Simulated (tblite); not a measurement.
C3H4FN3Si.
Numbering: `[N:1]#[C:2][Si:3]([NH2:4])([C:5]#[N:6])[CH2:7][F:8]` (hydrogens: H9, H10 on N4; H11, H12 on C7)

Computed with GFN2-xTB (tblite), gas phase: L-BFGS steps from a force-field or distance-geometry start until the largest atomic force falls under 0.01 eV/Å.

Step 2: E = -641.5086 eV
```
atom  x, y, z in Å  |  force x, y, z in eV/Å
N1      2.3122   -0.3166    2.0702   -0.002  -0.002  -0.046
C2      1.4862   -0.1088    1.3044    0.195  -0.004   0.514
Si3     0.2031    0.1882   -0.0041    0.128   0.092  -0.171
N4      0.8190   -0.2574   -1.5514    0.414  -0.038   0.502
C5     -0.2752    1.9749    0.0713   -0.225   1.295  -0.117
N6     -0.5861    3.0835    0.0851    0.268  -0.927   0.050
C7     -1.3727   -0.7889    0.3432    0.131   0.040   0.007
F8     -2.3162   -0.2840   -0.5249   -0.215  -0.349   0.151
H9      1.6705    0.2588   -1.7560   -0.148  -0.222  -0.405
H10     1.0118   -1.2565   -1.5759    0.023   0.214  -0.439
H11    -1.2281   -1.8537    0.1479   -0.330  -0.004  -0.028
H12    -1.7233   -0.6402    1.3642   -0.240  -0.095  -0.017
```

Step 3: E = -641.5298 eV
```
atom  x, y, z in Å  |  force x, y, z in eV/Å
N1      2.3178   -0.3181    2.0747   -0.655   0.163  -0.636
C2      1.4839   -0.1076    1.3074    0.815  -0.155   1.069
Si3     0.2052    0.1900   -0.0083    0.013   0.229   0.105
N4      0.8257   -0.2582   -1.5430    0.258  -0.022   0.307
C5     -0.2756    1.9834    0.0695    0.211  -0.281  -0.147
N6     -0.5851    3.0801    0.0860   -0.133   0.504   0.068
C7     -1.3712   -0.7887    0.3437    0.095   0.052   0.002
F8     -2.3192   -0.2893   -0.5225   -0.214  -0.309   0.124
H9      1.6676    0.2551   -1.7620    0.047  -0.081  -0.436
H10     1.0120   -1.2524   -1.5825    0.040   0.013  -0.421
H11    -1.2331   -1.8534    0.1475   -0.280  -0.030  -0.021
H12    -1.7269   -0.6417    1.3636   -0.198  -0.084  -0.015
```

Step 4: E = -641.5601 eV
```
atom  x, y, z in Å  |  force x, y, z in eV/Å
N1      2.3201   -0.3187    2.0750    0.990  -0.257   0.891
C2      1.4912   -0.1073    1.3296   -1.134   0.349  -0.789
Si3     0.2096    0.1976   -0.0159    0.044   0.195   0.947
N4      0.8436   -0.2603   -1.5203   -0.020  -0.010  -0.134
C5     -0.2718    1.9927    0.0633    0.316  -0.684  -0.160
N6     -0.5861    3.0850    0.0889   -0.231   0.858   0.074
C7     -1.3669   -0.7877    0.3448   -0.046   0.040   0.005
F8     -2.3288   -0.3052   -0.5155   -0.200  -0.191   0.048
H9      1.6624    0.2460   -1.7812    0.444   0.238  -0.502
H10     1.0131   -1.2435   -1.6029    0.048  -0.415  -0.370
H11    -1.2480   -1.8532    0.1463   -0.132  -0.070   0.006
H12    -1.7374   -0.6461    1.3620   -0.078  -0.052  -0.017
```

Problem. Estimate the geometry and energy of step 5. (The exact step hangs on the optimiser's Hessian estimate; all steps are aligned on step 4, rigid shifts and turns removed.)

Solution. E = -641.5923 eV, largest force 0.910 eV/Å
```
atom  x, y, z in Å  |  force x, y, z in eV/Å
N1      2.3250   -0.3201    2.0785    0.499  -0.133   0.451
C2      1.4880   -0.1048    1.3356   -0.578   0.214  -0.281
Si3     0.2114    0.2026   -0.0058    0.085   0.064   0.584
N4      0.8496   -0.2610   -1.5144    0.064   0.027  -0.047
C5     -0.2691    1.9972    0.0591    0.311  -0.684  -0.130
N6     -0.5867    3.0881    0.0908   -0.236   0.877   0.063
C7     -1.3656   -0.7865    0.3451   -0.155  -0.036   0.025
F8     -2.3350   -0.3134   -0.5125   -0.158  -0.135   0.031
H9      1.6666    0.2460   -1.7947    0.269   0.154  -0.399
H10     1.0142   -1.2462   -1.6150    0.004  -0.276  -0.303
H11    -1.2550   -1.8542    0.1459   -0.061  -0.030   0.023
H12    -1.7422   -0.6483    1.3614   -0.043  -0.044  -0.017
```

The energy changes by -0.0322 eV. The first-order estimate −F·Δx gives -0.0379 eV and the mean of the old and new forces, exact on a quadratic surface, -0.0321 eV. The step makes an angle of 62° with the force vector and moves no atom by more than 0.014 Å.

The cost below is that of the whole relaxation. Hardware: one thread, Arm Neoverse N1 (aarch64), shared host. Cost: 1.4 s.
